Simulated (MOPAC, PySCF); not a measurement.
C₂H₂S, SMILES `C#CS`, neutral singlet in the gas phase. 

Cartesian coordinates (Å):
```xyz
5

C     -1.2374    -0.0385     0.4579
C     -0.0464    -0.1769     0.3563
S      1.6082    -0.4972     0.2860
H     -2.2878     0.0957     0.5407
H      1.9633     0.6169    -0.3824
```
Charge 0, multiplicity 1.

All levels are single points at this geometry (B3LYP-D3(BJ)/def2-TZVP); Pople sets use spherical d functions. Orbital energies aren't observables, and empty levels follow the basis.

PM3 in MOPAC gives dipole (D) = 1.50.

Task: Estimate the dipole (D) from each of these levels: ωB97X-D3(BJ)/def2-TZVP in PySCF; B3LYP/6-311+G** in PySCF; HF/6-31G* in PySCF; HF/STO-3G in PySCF; AM1 in MOPAC.

Result: 
```tsv
level	dipole (D)
ωB97X-D3(BJ)/def2-TZVP in PySCF	0.88
B3LYP/6-311+G** in PySCF	0.95
HF/6-31G* in PySCF	1.06
HF/STO-3G in PySCF	0.85
AM1 in MOPAC	1.19
```
